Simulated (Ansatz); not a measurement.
Cost and result for the atomization energy of CH2InN (`N#[C][InH2]`) (5 atoms, 4 bonds).

```xyz
5

N     2.4601   -0.3334    0.1324
C     1.3179   -0.1787    0.0709
In   -0.7959    0.1079   -0.0428
H    -1.6178   -1.0778   -0.9491
H    -1.3642    1.4821    0.7887
```

Charge 0, multiplicity 1. Correlated methods include outer-core shells of In, which these sets cover unevenly. In takes the def2 core potential. All single points use the PBE0-D4/def2-TZVP geometry. Program: Ansatz. All runs use 2 threads of a server CPU on a shared host. Times are those of one run each, without the atoms' runs, and a repeat can differ threefold. Electronic energies, without spin–orbit coupling; frozen cores. CCSD(T)/CBS adds CCSD(T) − MP2 in def2-TZVPP to the MP2 limit, and its time is that of the two runs behind it. T1 = 0.015. With those shells the extrapolation isn't a true limit. B3LYP takes the VWN-RPA correlation (the form of Gaussian; ORCA's B3LYP/G). HSE06 is the plane-wave form, built on full-range PBE exchange.

CCSD(T)/CBS is a level of theory with its own doubt, some kJ/mol a heavy atom from the limit and from the frozen cores, so smaller differences don't rank the functionals.

```
                            level  functions  wall time
             revPBE-D4/def2-TZVPP        140        1 s
               BLYP-D4/def2-TZVPP        140      1.2 s
  PBE-D4/def2-TZVPP (with forces)        140      1.4 s
                 CCSD(T)/def2-SVP         64      1.4 s
              BHLYP-D4/def2-TZVPP        140      1.5 s
              HSE06-D4/def2-TZVPP        140      1.6 s
B3LYP-D4/def2-TZVPP (with forces)        140        2 s
              PBE-QIDH/def2-TZVPP        140      2.7 s
               ωB97X-V/def2-TZVPP        140      3.8 s
 ωB97M-V/def2-TZVPP (with forces)        140      4.9 s
                   MP2/def2-QZVPP        256        6 s
               CCSD(T)/def2-TZVPP        140       12 s
                CCSD(T)/CBS(def2)          –       18 s
```

Q: What atomization energy does each give, and how far from CCSD(T)/CBS? (Best estimate.)

A: The calculation gave: 
```csv
level,atomization (kcal/mol),difference from CCSD(T)/CBS,per bond
revPBE-D4/def2-TZVPP,383.5,-2.7,-0.7
BLYP-D4/def2-TZVPP,387.4,1.2,0.3
PBE-D4/def2-TZVPP (with forces),396.0,9.8,2.5
CCSD(T)/def2-SVP,361.2,-25.0,-6.2
BHLYP-D4/def2-TZVPP,365.7,-20.5,-5.1
HSE06-D4/def2-TZVPP,383.0,-3.2,-0.8
B3LYP-D4/def2-TZVPP (with forces),383.4,-2.8,-0.7
PBE-QIDH/def2-TZVPP,380.0,-6.2,-1.5
ωB97X-V/def2-TZVPP,390.0,3.8,1.0
ωB97M-V/def2-TZVPP (with forces),389.3,3.1,0.8
MP2/def2-QZVPP,389.6,3.4,0.9
CCSD(T)/def2-TZVPP,375.7,-10.5,-2.6
CCSD(T)/CBS(def2),386.2,0.0,0.0
```

The D4 term adds +2.9 kcal/mol with B3LYP and +1.5 kcal/mol with PBE0; it sums over pairs of atoms, weighted by their polarisabilities, and B3LYP, whose exchange is more repulsive, gets the larger term. From r2SCAN to r2SCAN0 (25 % exact exchange), in def2-TZVPP and without D4, the atomization energy moves by −11.5 kcal/mol: exact exchange takes away binding that semilocal exchange gives to molecules. In def2-TZVPP, CCSD(T) changes the Hartree–Fock value by +126.2 kcal/mol (the triples alone add +9.9 kcal/mol) and MP2 by +133.8 kcal/mol; breaking electron pairs costs correlation energy, which Hartree–Fock lacks.

Spin–orbit coupling would lower the free In atoms strongly, and the atomization energy with them, by more than many differences here.
